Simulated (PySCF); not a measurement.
## Correlation energy of P (phosphorus, neutral)

[Ne] 3s2 3p2 4s1, high-spin 4P determinant (an excited configuration). Computed with PySCF 2.14 in x2c-TZVPPall with one added diffuse shell each of s, p, d type (6s6p4d1f, 51 functions), with scalar relativity by spin-free X2C-1e. Frozen: [Ne]; 5 electrons correlated.

```tsv
level	correlation energy (mhartree)
CCSD	-93.62
(T)	-3.42
CCSD(T)	-97.04
```

Diagnostics: T1 = 0.017, D1 = 0.0516, largest double amplitude 0.096.

Task: Is a single reference adequate?

Result: Mostly. T1 lies below 0.03, but a double amplitude of this size points to a near-degeneracy that CCSD handles and MP2 describes poorly.
